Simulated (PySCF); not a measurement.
## Computed structure and properties of [Gd(NH2)4]−

System: [Gd(NH2)4]− (singlet in the valence; each metal's 4f electrons, 7 of them, lie in its core potential, out of spins and levels); start: displaced along the imaginary mode (S4). Method: PySCF 2.14.0, RKS PBE0, Gd lcecp-1-SVP with ECP53, N def2-SVP, H def2-SVP; non-relativistic Hamiltonian with scalar-relativistic core potentials where named; density fitting; no spin-orbit coupling.

Input of the relaxation:

```python
mol = gto.M(atom='''
Gd    -0.00000    -0.00000     0.00000
N      1.15392     1.39470     1.39469
H      1.34629     1.20938     2.41137
H      1.77844     2.18654     1.09668
N     -1.15392    -1.39469     1.39470
H     -1.77844    -1.09668     2.18654
H     -1.34629    -2.41137     1.20938
N      1.15392    -1.39470    -1.39469
H      1.77844    -2.18654    -1.09668
H      1.34629    -1.20938    -2.41137
N     -1.15392     1.39469    -1.39470
H     -1.34629     2.41137    -1.20938
H     -1.77844     1.09668    -2.18654''',
    basis={'Gd': 'lcecp-1-SVP', 'N': 'def2-SVP', 'H': 'def2-SVP'},
    ecp={'Gd': 'lcecp-1-SVP'},
    charge=-1, spin=0)
mf = dft.RKS(mol, xc='PBE0')
mf.grids.atom_grid = (50, 194)  # f atoms: unpruned, at least (60, 302)
mf = mf.density_fit()  # fitting sets: Gd AutoAux, N def2-universal-JKFIT, H def2-universal-JKFIT
mf.conv_tol = 1e-08; mf.max_cycle = 55
mf.kernel(dm0)  # dm0: converged density of the start geometry
# quasi-Newton relaxation in Cartesian coordinates to a largest gradient under 0.00045 Eh/bohr, steps kept in the point group
```

Run from Python with OMP_NUM_THREADS=2; the lines above give its settings. Where DIIS fails, smearing, a level shift and second-order steps follow.
It took 3.9 min on 2 threads of Arm Neoverse V1, with other jobs on the host, from the converged density of the start.

Course of the relaxation:

```tsv
step	energy above end (eV)	largest force component within the symmetry (eV/Å)
0	0.2503	1.192
1	0.0781	0.081
2	0.0751	0.044
3	0.0701	0.198
4	0.0659	0.133
5	0.0507	0.251
6	0.0399	0.359
7	0.0330	0.360
24	0.0012	0.024
25	0.0008	0.031
26	0.0005	0.036
27	0.0002	0.032
28	0.0000	0.013
29	0.0000	0.003
```
(The steps between are left out.)

Relaxed geometry (S4):

```xyz
13

Gd    0.0000    0.0000    0.0000
N     1.3659    1.2366    1.3424
H     1.3231    1.4162    2.3457
H     2.2293    1.6806    1.0249
N    -1.3659   -1.3423    1.2366
H    -2.2287   -1.0240    1.6814
H    -1.3236   -2.3456    1.4163
N     1.3659   -1.2366   -1.3424
H     2.2293   -1.6806   -1.0249
H     1.3231   -1.4162   -2.3457
N    -1.3659    1.3423   -1.2366
H    -1.3236    2.3456   -1.4163
H    -2.2287    1.0240   -1.6814
```

```
      contact      Å
 Gd1–N2 (NH2)  2.280
 Gd1–N5 (NH2)  2.280
 Gd1–N8 (NH2)  2.280
Gd1–N11 (NH2)  2.280
```

On the finer grid (75, 302):

* HOMO: -1.15 eV
* LUMO: 3.89 eV
* Dipole about the centre of mass: 0.00 D
* Set of Mulliken populations of Gd1 outside the core potential: s 2.28, p 6.51, d 1.50, f 0.06
* D3(BJ) dispersion energy (not in the energies): -0.221 eV

```json
{"atom": "Gd1", "Mulliken (e)": "0.65", "Löwdin (e)": "0.18", "spin (e)": "0.00"}
{"atom": "N2", "Mulliken (e)": "-0.56", "Löwdin (e)": "-0.37", "spin (e)": "0.00"}
{"atom": "H3", "Mulliken (e)": "0.07", "Löwdin (e)": "0.04", "spin (e)": "0.00"}
{"atom": "H4", "Mulliken (e)": "0.07", "Löwdin (e)": "0.04", "spin (e)": "0.00"}
{"atom": "N5", "Mulliken (e)": "-0.56", "Löwdin (e)": "-0.37", "spin (e)": "0.00"}
{"atom": "H6", "Mulliken (e)": "0.07", "Löwdin (e)": "0.04", "spin (e)": "0.00"}
{"atom": "H7", "Mulliken (e)": "0.07", "Löwdin (e)": "0.04", "spin (e)": "0.00"}
{"atom": "N8", "Mulliken (e)": "-0.56", "Löwdin (e)": "-0.37", "spin (e)": "0.00"}
{"atom": "H9", "Mulliken (e)": "0.07", "Löwdin (e)": "0.04", "spin (e)": "0.00"}
{"atom": "H10", "Mulliken (e)": "0.07", "Löwdin (e)": "0.04", "spin (e)": "0.00"}
{"atom": "N11", "Mulliken (e)": "-0.56", "Löwdin (e)": "-0.37", "spin (e)": "0.00"}
{"atom": "H12", "Mulliken (e)": "0.07", "Löwdin (e)": "0.04", "spin (e)": "0.00"}
{"atom": "H13", "Mulliken (e)": "0.07", "Löwdin (e)": "0.04", "spin (e)": "0.00"}
```

The 4f levels lie in the core potential and are missing. Their spin isn't counted.

No frequency check is given for this geometry.

Taking off one NH2 (charge -1, singlet; the rest: singlet) in vacuum, both parts rigid, costs 5.20 eV; the small basis without counterpoise inflates it.

Rigid scan of NH2 along the line from its metal:

(distance to N2 (Å), energy (eV)): (1.98, 0.754), (2.08, 0.291), (2.18, 0.064), (2.28, 0.000), (2.38, 0.048)

One start shape was tried, so this needn't be the lowest isomer.

An lcecp potential fixes the number of 4f electrons, so in runs with it no electron can move into or out of that shell.
